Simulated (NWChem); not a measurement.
The numbers come from NWChem runs, not from measurements. System: H₄BO₂P, charge 1, spin multiplicity 2, at the geometry of a parent with another charge or spin, in a state set for the comparison that need not be this species' ground state. Its SCF solution wasn't tested for a lower state. Level: UB3LYP/6-31G* (spherical d), VWN1-RPA local correlation.

Input file:

```
start mol
memory heap 200 mb stack 900 mb global 1100 mb
charge 1
geometry units angstroms nocenter noautoz
  B      0.332341     0.377238     0.000000
  O      0.732065     0.867898    -1.218778
  H      1.341178     1.628128    -1.167511
  O      0.732065     0.867898     1.218778
  H      1.341178     1.628128     1.167511
  P     -1.015289    -1.029257     0.000000
  H     -0.413879    -1.794979     1.056795
  H     -0.413879    -1.794979    -1.056795
  symmetry group Cs
end
basis spherical
  * library 6-31g*
end
dft
  xc b3lyp
  odft
  mult 2
  semidirect memsize 60000000 filesize 0
  iterations 100
end
task dft energy
```

Output (cleaned and shortened):

```
             Northwest Computational Chemistry Package (NWChem) 7.3.0
             --------------------------------------------------------

                                NWChem Input Module
                                -------------------

 Scaling coordinates for geometry "geometry" by  1.889725989
 (inverse scale =  0.529177249)

 Turning off AUTOSYM since
 SYMMETRY directive was detected!

                             Geometry "geometry" -> ""
                             -------------------------

 Output coordinates in angstroms (scale by  1.889725989 to convert to a.u.)

  No.       Tag          Charge          X              Y              Z
 ---- ---------------- ---------- -------------- -------------- --------------
    1 B                    5.0000     0.33234100     0.37723800     0.00000000
    2 O                    8.0000     0.73206500     0.86789800    -1.21877800
    3 H                    1.0000     1.34117800     1.62812800    -1.16751100
    4 O                    8.0000     0.73206500     0.86789800     1.21877800
    5 H                    1.0000     1.34117800     1.62812800     1.16751100
    6 P                   15.0000    -1.01528900    -1.02925700     0.00000000
    7 H                    1.0000    -0.41387900    -1.79497900     1.05679500
    8 H                    1.0000    -0.41387900    -1.79497900    -1.05679500

 Effective nuclear repulsion energy (a.u.)     147.8350306235

            Nuclear Dipole moment (a.u.)
            ----------------------------
        X                 Y               Z
 ---------------- ---------------- ----------------
     0.0000151178     0.0000018897    -0.0000000000

      Symmetry information
      --------------------

 Group name             Cs
 Group number              2
 Group order               2
 No. of unique centers     5

      Symmetry unique atoms

     1    2    3    6    7


 Summary of "ao basis" -> "" (spherical)
 ------------------------------------------------------------------------------
       Tag                 Description            Shells   Functions and Types
 ---------------- ------------------------------  ------  ---------------------
 *                           6-31g*                   on all atoms

                                 NWChem DFT Module
                                 -----------------

 Summary of "ao basis" -> "ao basis" (spherical)
 ------------------------------------------------------------------------------
       Tag                 Description            Shells   Functions and Types
 ---------------- ------------------------------  ------  ---------------------
 B                           6-31g*                  6       14   3s2p1d
 O                           6-31g*                  6       14   3s2p1d
 H                           6-31g*                  2        2   2s
 P                           6-31g*                  8       18   4s3p1d

 Summary of "ao basis" -> "ao basis" (spherical)
 ------------------------------------------------------------------------------
       Tag                 Description            Shells   Functions and Types
 ---------------- ------------------------------  ------  ---------------------
 B                           6-31g*                  6       14   3s2p1d
 O                           6-31g*                  6       14   3s2p1d
 H                           6-31g*                  2        2   2s
 P                           6-31g*                  8       18   4s3p1d
[...]
    20     -0.108066  2 O  s                 36     -0.108066  4 O  s

 Vector   18  Occ=1.000000D+00  E=-5.452588D-01  Symmetry=a"
              MO Center=  6.9D-01,  8.2D-01, -1.5D-14, r^2= 2.4D+00
   Bfn.  Coefficient  Atom+Function         Bfn.  Coefficient  Atom+Function
  ----- ------------  ---------------      ----- ------------  ---------------
    19      0.427071  2 O  pz                35      0.427071  4 O  pz
    23      0.277725  2 O  pz                39      0.277725  4 O  pz
     5     -0.184453  1 B  pz                20     -0.116676  2 O  s
    36      0.116676  4 O  s                 18      0.114788  2 O  py
    34     -0.114788  4 O  py                17      0.098659  2 O  px

 Vector   19  Occ=1.000000D+00  E=-5.225919D-01  Symmetry=a"
              MO Center=  7.3D-01,  8.6D-01, -5.8D-15, r^2= 2.0D+00
   Bfn.  Coefficient  Atom+Function         Bfn.  Coefficient  Atom+Function
  ----- ------------  ---------------      ----- ------------  ---------------
    17      0.359027  2 O  px                33     -0.359027  4 O  px
    18     -0.293367  2 O  py                34      0.293367  4 O  py
    21      0.266695  2 O  px                37     -0.266695  4 O  px
    22     -0.217122  2 O  py                38      0.217122  4 O  py
    59      0.037515  6 P  pz                13      0.032604  1 B  d  1

 Vector   20  Occ=0.000000D+00  E=-4.440912D-01  Symmetry=a'
              MO Center= -1.1D+00, -8.5D-01,  5.6D-15, r^2= 2.3D+00
   Bfn.  Coefficient  Atom+Function         Bfn.  Coefficient  Atom+Function
  ----- ------------  ---------------      ----- ------------  ---------------
    53      0.568465  6 P  px                57      0.300399  6 P  px
    52     -0.289382  6 P  s                 49     -0.216894  6 P  px
    56     -0.200829  6 P  s                  4     -0.139231  1 B  py
    48      0.119259  6 P  s                 18      0.107022  2 O  py
    34      0.107022  4 O  py                 3     -0.097698  1 B  px

 Vector   21  Occ=0.000000D+00  E=-1.981748D-01  Symmetry=a"
              MO Center= -9.0D-01, -1.0D+00, -2.8D-13, r^2= 3.0D+00
   Bfn.  Coefficient  Atom+Function         Bfn.  Coefficient  Atom+Function
  ----- ------------  ---------------      ----- ------------  ---------------
    59      0.911650  6 P  pz                66     -0.835618  7 H  s
    68      0.835618  8 H  s                 55      0.499518  6 P  pz
    65     -0.191434  7 H  s                 67      0.191434  8 H  s
    51     -0.164877  6 P  pz                61      0.143407  6 P  d -1
    20      0.138543  2 O  s                 36     -0.138543  4 O  s

 Vector   22  Occ=0.000000D+00  E=-1.974058D-01  Symmetry=a'
              MO Center= -3.2D-01, -5.8D-01,  3.2D-13, r^2= 3.6D+00
   Bfn.  Coefficient  Atom+Function         Bfn.  Coefficient  Atom+Function
  ----- ------------  ---------------      ----- ------------  ---------------
    58      0.696190  6 P  py                66      0.545880  7 H  s
    68      0.545880  8 H  s                  6     -0.530968  1 B  s
     8      0.439979  1 B  py                 4      0.369019  1 B  py
    54      0.300135  6 P  py                52     -0.191019  6 P  s
     3     -0.162775  1 B  px                17      0.145968  2 O  px

   alpha - beta orbital overlaps
   -----------------------------

   alpha      1      2      3      4      5      6      7      8      9     10
    beta      1      2      3      4      5      8      6      7      9     10
 overlap   1.000  1.000  1.000  1.000  1.000  0.993  1.000  0.993  1.000  1.000

   alpha     11     12     13     14     15     16     17     18     19     20
    beta     11     12     13     15     14     16     17     20     18     19
 overlap   0.997  0.996  1.000  1.000  0.997  0.955  0.980  0.934  0.999  0.999

   alpha     21     22     23     24     25     26     27     28     29     30
    beta     22     21     23     24     25     26     27     28     30     29
 overlap   0.989  0.998  0.979  0.986  0.997  0.998  0.999  0.997  0.975  0.998

   alpha     31     32     33     34     35     36     37     38     39     40
    beta     31     32     33     35     34     36     37     38     39     40
 overlap   0.975  0.998  0.998  0.978  1.000  0.785  0.797  0.986  0.982  0.983

   alpha     41     42     43     44     45     46     47     48     49     50
    beta     41     42     43     44     45     46     47     48     49     50
 overlap   0.985  0.996  0.999  1.000  0.930  0.930  0.998  0.999  0.998  1.000

   alpha     51     52     53     54     55     56     57     58     59     60
    beta     51     52     53     54     55     56     57     58     59     60
 overlap   1.000  1.000  1.000  1.000  1.000  1.000  1.000  1.000  1.000  1.000

   alpha     61     62     63     64     65     66     67     68
    beta     61     62     63     64     65     66     67     68
 overlap   1.000  1.000  1.000  1.000  1.000  1.000  1.000  1.000

     --------------------------
     Expectation value of S2:
     --------------------------
      <S2> =      0.7523 (Exact =     0.7500)

 center of mass
 --------------
 x =  -0.06058269 y =  -0.00724941 z =   0.00000000

 moments of inertia (a.u.)
 ------------------
         438.629555461865        -214.127590935250          -0.000000000000
        -214.127590935250         381.017365774617           0.000000000000
          -0.000000000000           0.000000000000         444.564337501770

     Multipole analysis of the density
     ---------------------------------

     L   x y z        total         alpha         beta         nuclear
     -   - - -        -----         -----         ----         -------
     0   0 0 0      1.000000    -20.000000    -19.000000     40.000000

     1   1 0 0     -0.206403      0.991699     -1.198117      0.000015
     1   0 1 0     -0.350784      0.659000     -1.009786      0.000002
     1   0 0 1      0.000000     -0.000000      0.000000     -0.000000

     2   2 0 0    -13.842655    -62.102205    -53.620215    101.879766
     2   1 1 0      7.631660    -56.205445    -51.581511    115.418616
     2   1 0 1      0.000000     -0.000000      0.000000     -0.000000
     2   0 2 0    -10.657179    -79.836152    -75.090396    144.269370
     2   0 1 1      0.000000      0.000000     -0.000000     -0.000000
     2   0 0 2    -21.354131    -62.645262    -61.293092    102.584223

 Task  times  cpu:        2.8s     wall:        2.8s

 Total times  cpu:        2.9s     wall:        2.9s
```
